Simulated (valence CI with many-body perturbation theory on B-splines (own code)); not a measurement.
# E1 transitions of Ta XLI

Method: relativistic CI+MBPT: five valence electrons over a frozen Dirac-Fock core [Ar] 3d10, a basis of 11 s, 11 p, 10 d, 8 f, 5 g, 2 h functions for each j, with the one-electron correlation potential Σ1 (screened to all orders), the two-electron term Σ2, the three-electron term Σ3, Breit, model QED; selected single and double excitations, second order for the rest, scaled by the run's own slope (own B-spline code, finite nucleus).

The last digits are not significant, and no measured levels were compared; by estimate large intervals hold to a few tenths of a per cent, small ones and those within an open d or f shell to about a per cent. Among the levels kept, up to 2100 cm⁻¹ of a level comes from second order outside the variational space, and about a tenth of that is noise between levels of different J, which matters for small intervals.

Lines 1 to 50 of 523 in falling wavelength, among levels below 524.36 eV, chosen from the strongest by gf and those to the six lowest levels. Wavelengths and rates use the calculated energies. Electric multipoles are in the length gauge with retardation, E1 and E2 with the static RPA response of the core. Weak lines are less certain than strong ones. Lines between different terms over intervals too small for the method are left out, as are lines whose strength nearly cancels. Where a level lies close to another of its J and parity, the split of strength between their lines is uncertain. The highest levels of a list are the least certain.

Levels are named by their leading jj configuration (3d3/2^4 stands for four electrons in 3d with j = 3/2), which in mixed levels can hold well under half, so a name can repeat and another be missing. Letters in brackets count levels of one name in rising energy.

| λ vac (Å) | Upper | Lower | A (s⁻¹) | S (a.u.) with core polarisation | S without |
| --- | --- | --- | --- | --- | --- |
| 198.8 | (4s^2 4p1/2^2 4d3/2) J=3/2 | (4s^2 4p1/2 4p3/2^2) J=5/2 | 1.65e+08 | 2.56e-03 | 2.73e-03 |
| 165.5 | (4s 4p1/2^2 4d3/2^2) J=5/2 | (4s^2 4p1/2 4d3/2^2) J=3/2 | 4.95e+09 | 6.63e-02 | 7.06e-02 |
| 161.5 | (4s 4p1/2^2 4p3/2 4d3/2) J=7/2 | (4s^2 4p1/2 4p3/2 4d3/2) J=5/2 [b] | 4.37e+09 | 7.27e-02 | 7.73e-02 |
| 150.6 | (4s^2 4p1/2^2 4d5/2) J=5/2 | (4s^2 4p1/2 4p3/2^2) J=5/2 | 2.53e+09 | 2.56e-02 | 2.72e-02 |
| 148.6 | (4s 4p1/2^2 4p3/2 4f5/2) J=9/2 | (4s^2 4p1/2 4p3/2 4f5/2) J=9/2 | 4.89e+09 | 7.92e-02 | 8.42e-02 |
| 146.5 | (4s 4p1/2^2 4d5/2^2) J=9/2 | (4s^2 4p1/2 4p3/2 4f7/2) J=7/2 [b] | 4.25e+09 | 6.60e-02 | 7.01e-02 |
| 143.1 | (4s 4p1/2^2 4p3/2 4d5/2) J=9/2 | (4s^2 4p1/2 4p3/2 4d5/2) J=9/2 | 6.52e+09 | 9.43e-02 | 1.00e-01 |
| 142.9 | (4s 4p1/2 4p3/2^2 4d5/2) J=11/2 | (4s^2 4p3/2^2 4d5/2) J=9/2 | 7.02e+09 | 1.21e-01 | 1.29e-01 |
| 141.4 | (4s^2 4p1/2^2 4d5/2) J=5/2 | (4s^2 4p1/2 4p3/2^2) J=3/2 | 3.71e+09 | 3.11e-02 | 3.31e-02 |
| 137.9 | (4s 4p1/2^2 4d3/2^2) J=3/2 | (4s^2 4p1/2 4d3/2^2) J=5/2 | 1.24e+10 | 6.41e-02 | 6.82e-02 |
| 136.5 | (4s 4p1/2^2 4p3/2 4d3/2) J=7/2 | (4s^2 4p1/2 4p3/2 4d3/2) J=7/2 | 7.86e+09 | 7.89e-02 | 8.40e-02 |
| 135.8 | (4s 4p1/2^2 4p3/2 4f5/2) J=7/2 | (4s^2 4p1/2 4p3/2 4f5/2) J=5/2 | 6.43e+09 | 6.36e-02 | 6.76e-02 |
| 134.0 | (4s 4p1/2^2 4p3/2 4d5/2) J=9/2 | (4s^2 4p1/2 4p3/2 4d5/2) J=7/2 [a] | 1.35e+10 | 1.60e-01 | 1.71e-01 |
| 133.1 | (4s 4p1/2^2 4p3/2 4d3/2) J=5/2 [a] | (4s^2 4p1/2 4p3/2 4d3/2) J=5/2 [a] | 8.68e+09 | 6.06e-02 | 6.45e-02 |
| 131.5 | (4s 4p1/2^2 4d3/2^2) J=5/2 | (4s^2 4p1/2 4d3/2^2) J=5/2 | 1.13e+10 | 7.64e-02 | 8.12e-02 |
| 129.9 | (4s 4p1/2^2 4p3/2^2) J=5/2 | (4s^2 4p1/2 4p3/2^2) J=5/2 | 5.28e+09 | 3.43e-02 | 3.65e-02 |
| 127.8 | (4s 4p1/2 4p3/2^2 4d5/2) J=7/2 [g] | (4s^2 4p3/2^2 4d5/2) J=5/2 [b] | 9.74e+09 | 8.03e-02 | 8.55e-02 |
| 127.6 | (4s 4p1/2^2 4d5/2^2) J=9/2 | (4s 4p1/2 4p3/2^2 4d5/2) J=9/2 [b] | 6.93e+09 | 7.10e-02 | 7.55e-02 |
| 127.4 | (4s 4p1/2^2 4d3/2 4d5/2) J=7/2 [a] | (4s^2 4p1/2 4d3/2 4d5/2) J=7/2 | 6.56e+09 | 5.35e-02 | 5.70e-02 |
| 126.8 | (4s 4p1/2^2 4d3/2 4d5/2) J=9/2 | (4s^2 4p1/2 4d3/2 4d5/2) J=9/2 | 8.34e+09 | 8.39e-02 | 8.93e-02 |
| 126.5 | (4s 4p1/2^2 4p3/2^2) J=1/2 | (4s^2 4p1/2 4p3/2^2) J=1/2 | 2.53e+10 | 5.06e-02 | 5.38e-02 |
| 126.5 | (4s 4p1/2^2 4p3/2 4d5/2) J=7/2 [b] | (4s^2 4p1/2 4p3/2 4d5/2) J=5/2 [b] | 6.86e+09 | 5.47e-02 | 5.82e-02 |
| 126.4 | (4p1/2^2 4p3/2^3) J=3/2 | (4s 4p1/2 4p3/2^3) J=3/2 | 1.44e+10 | 5.72e-02 | 6.09e-02 |
| 125.3 | (4s 4p1/2 4p3/2^2 4d5/2) J=7/2 [e] | (4s^2 4p3/2^2 4d5/2) J=5/2 [a] | 1.11e+10 | 8.61e-02 | 9.17e-02 |
| 124.8 | (4s 4p1/2^2 4p3/2 4f7/2) J=7/2 | (4s 4p1/2 4p3/2^2 4d5/2) J=9/2 [b] | 8.68e+09 | 6.66e-02 | 7.09e-02 |
| 124.6 | (4s^2 4p1/2 4p3/2 4f7/2) J=9/2 [b] | (4s^2 4p3/2^2 4d5/2) J=7/2 | 5.22e+09 | 4.98e-02 | 5.30e-02 |
| 123.9 | (4s 4p1/2^2 4d3/2 4d5/2) J=7/2 [b] | (4s^2 4p1/2 4d3/2 4d5/2) J=9/2 | 2.02e+10 | 1.51e-01 | 1.61e-01 |
| 123.8 | (4s^2 4p1/2 4p3/2 4f7/2) J=11/2 | (4s^2 4p3/2^2 4d5/2) J=9/2 | 6.20e+09 | 6.96e-02 | 7.42e-02 |
| 123.8 | (4s 4p1/2^2 4p3/2 4d5/2) J=3/2 [a] | (4s^2 4p1/2 4p3/2 4d5/2) J=5/2 [a] | 2.13e+10 | 7.97e-02 | 8.48e-02 |
| 123.0 | (4s 4p1/2^2 4p3/2^2) J=5/2 | (4s^2 4p1/2 4p3/2^2) J=3/2 | 8.68e+09 | 4.78e-02 | 5.09e-02 |
| 122.4 | (4s 4p1/2^2 4p3/2 4d5/2) J=5/2 [a] | (4s^2 4p1/2 4p3/2 4d5/2) J=3/2 [a] | 1.12e+10 | 6.08e-02 | 6.46e-02 |
| 121.9 | (4s 4p1/2 4p3/2^3) J=5/2 | (4s^2 4p3/2^3) J=3/2 | 1.24e+10 | 6.64e-02 | 7.07e-02 |
| 121.8 | (4s 4p1/2^2 4p3/2 4f5/2) J=7/2 | (4s 4p1/2 4p3/2^2 4d3/2) J=9/2 | 9.91e+09 | 7.08e-02 | 7.53e-02 |
| 121.2 | (4s 4p1/2 4p3/2^2 4d5/2) J=5/2 [d] | (4s^2 4p3/2^2 4d5/2) J=5/2 [a] | 9.57e+09 | 5.04e-02 | 5.37e-02 |
| 120.3 | (4s 4p1/2^2 4p3/2 4d5/2) J=7/2 [a] | (4s^2 4p1/2 4p3/2 4d5/2) J=9/2 | 1.49e+10 | 1.02e-01 | 1.09e-01 |
| 118.9 | (4s 4p1/2^2 4p3/2 4d5/2) J=5/2 [b] | (4s^2 4p1/2 4p3/2 4d5/2) J=7/2 [b] | 2.40e+10 | 1.20e-01 | 1.27e-01 |
| 118.5 | (4s 4p1/2 4p3/2^2 4d5/2) J=5/2 [g] | (4s^2 4p3/2^2 4d5/2) J=5/2 [b] | 1.41e+10 | 6.94e-02 | 7.39e-02 |
| 117.9 | (4p1/2 4p3/2^4) J=1/2 | (4s 4p3/2^4) J=1/2 | 2.90e+10 | 4.69e-02 | 5.00e-02 |
| 117.4 | (4s 4p1/2 4p3/2^2 4d5/2) J=7/2 [b] | (4s^2 4p3/2^2 4d5/2) J=7/2 | 8.32e+09 | 5.31e-02 | 5.65e-02 |
| 117.3 | (4s 4p1/2^2 4p3/2 4d3/2) J=3/2 [b] | (4s^2 4p1/2 4p3/2 4d3/2) J=5/2 [a] | 1.47e+10 | 4.69e-02 | 4.98e-02 |
| 116.0 | (4s 4p1/2^2 4p3/2^2) J=3/2 | (4s^2 4p1/2 4p3/2^2) J=5/2 | 2.96e+10 | 9.11e-02 | 9.69e-02 |
| 115.7 | (4p1/2^2 4p3/2^3) J=3/2 | (4s 4p1/2 4p3/2^3) J=5/2 | 3.25e+10 | 9.93e-02 | 1.06e-01 |
| 115.1 | (4s 4p1/2^2 4d3/2 4d5/2) J=5/2 [b] | (4s^2 4p1/2 4d3/2 4d5/2) J=7/2 | 1.19e+10 | 5.39e-02 | 5.73e-02 |
| 114.4 | (4s 4p1/2 4p3/2^2 4d5/2) J=3/2 [e] | (4s^2 4p3/2^2 4d5/2) J=5/2 [b] | 1.64e+10 | 4.86e-02 | 5.18e-02 |
| 112.0 | (4s 4p1/2 4p3/2^3) J=3/2 | (4s^2 4p3/2^3) J=3/2 | 1.96e+10 | 5.44e-02 | 5.79e-02 |
| 111.6 | (4s 4p1/2^2 4p3/2 4d5/2) J=7/2 [b] | (4s^2 4p1/2 4p3/2 4d5/2) J=9/2 | 1.32e+10 | 7.24e-02 | 7.70e-02 |
| 110.5 | (4s 4p1/2^2 4p3/2^2) J=3/2 | (4s^2 4p1/2 4p3/2^2) J=3/2 | 1.05e+10 | 2.80e-02 | 2.98e-02 |
| 108.3 | (4s 4p1/2 4p3/2^2 4d5/2) J=9/2 [d] | (4s^2 4p3/2^2 4d5/2) J=9/2 | 1.45e+10 | 9.08e-02 | 9.65e-02 |
| 106.5 | (4s 4p1/2^2 4p3/2 4d3/2) J=5/2 [c] | (4s^2 4p1/2 4p3/2 4d3/2) J=7/2 | 1.93e+10 | 6.89e-02 | 7.32e-02 |
| 105.8 | (4s 4p1/2 4p3/2^2 4d3/2) J=5/2 [g] | (4s^2 4p3/2^2 4d3/2) J=7/2 | 2.04e+10 | 7.16e-02 | 7.62e-02 |
